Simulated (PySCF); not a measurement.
Structure problem from calculated spectra and properties.

Formula: C2H10SSi3.

- Triplet: lowest triplet excitation (Tamm–Dancoff): 5.25 eV [TDA B3LYP/def2-SVPD]
- UV, first state: lowest singlet excitation: 5.52 eV (225 nm, f = 0.010) [TDDFT B3LYP/def2-SVPD]
- Valence photoelectron: vertical ionisation energy: 9.02 eV [ΔSCF B3LYP/def2-SVPD]
- Polarisability: 123.1 au [B3LYP/def2-SVPD]
- Dipole: 1.27 D [B3LYP/def2-SVPD]
- 1H NMR: chemical shifts (computed TMS as zero) by class: 5.65 (1 H), 4.85 (1 H), 4.84 (1 H), 4.78 (3 H), 0.89 (2 H), 0.81 (2 H) ppm [GIAO PBE0/pcSseg-1]
- 13C NMR: chemical shifts (computed TMS as zero) by class: 0.5 (2 C) ppm [GIAO PBE0/pcSseg-1]
- UV, strongest line: among the 10 lowest singlet transitions: S3 at 6.01 eV (206 nm, f = 0.053) [TDDFT B3LYP/def2-SVPD]
- Rotational structure: rotational constants A, B, C: 2.345, 1.061, 0.896 GHz [PBE0-D3(BJ)/def2-SVP]
- NMR, other nuclei: isotropic shieldings of nuclei other than C and H, by class: 340 (1 Si), 389 (1 Si), 408 (1 Si), 768 (1 S) ppm [GIAO PBE0/pcSseg-1]

Gas-phase values; electronic properties from PySCF, density fitting. Levels stand in brackets. The structure is a single PBE0-D3(BJ)/def2-SVP conformer in the gas phase; no vibrational or solvent corrections. NMR values are class means; diastereotopic atoms form classes of their own.

Question: Give a SMILES that accounts for the data.

Answer: Numbering: `[SiH3:1][S:2][SiH:3]1[CH2:4][SiH2:5][CH2:6]1`. Its formula, C2H10SSi3, gives 1 degree of unsaturation: 1 ring and 0 π bonds in the structure found. 2 carbons fall into 1 class: ring sp3 carbon bound to silicon [C4/C6] (0.5 ppm, 2 C). Hydrogen classes from least to most shielded: 1 H on an SiH silicon, Si3 (5.65 ppm), 1 H on an SiH2 silicon, Si5 (4.85 ppm), 1 H on an SiH2 silicon, Si5 (4.84 ppm), 3 H on an SiH3 silicon, Si1 (4.78 ppm), 2 H on 2 like atoms (sp3 carbon bound to silicon), C4/C6 (0.89 ppm), 2 H on 2 like atoms (sp3 carbon bound to silicon), C4/C6 (0.81 ppm). The other shieldings belong to: 340 ppm, SiH silicon [Si3]; 389 ppm, SiH2 silicon [Si5]; 408 ppm, SiH3 silicon [Si1]; 768 ppm, sulfur bonded to 2 Si [S2]. S1 is mainly HOMO→LUMO (weight 0.99); the largest Löwdin shares of the orbital it empties are 0.64 on the sulfur bonded to 2 Si, 0.09 on the SiH3 silicon, 0.07 on the SiH silicon and 0.06 on an sp3 carbon bound to silicon, of the orbital it fills 0.21 on the sulfur bonded to 2 Si, 0.16 on the SiH3 silicon, 0.10 on the SiH silicon and 0.08 on an sp3 carbon bound to silicon. By its constants the optimised geometry is an asymmetric top. Structure: `[SiH3]S[SiH]1C[SiH2]C1`. Computed isomers that give other values at the same levels: `CC(=S)[SiH]([SiH3])[SiH3]` (13C chemical shifts (computed TMS as zero) by class: 328.4 (1 C), 54.2 (1 C) ppm); `CC(=S)[SiH2][SiH2][SiH3]` (rotational constant A: 2.096 GHz; this holds for the one conformer computed). The assignments are read from this structure; whether some other isomer fits the data as well wasn't checked.

The values belong to the conformer `[SiH3:1][S:2][SiH:3]1[CH2:4][SiH2:5][CH2:6]1`: Si1–S2–Si3–C4 54°.
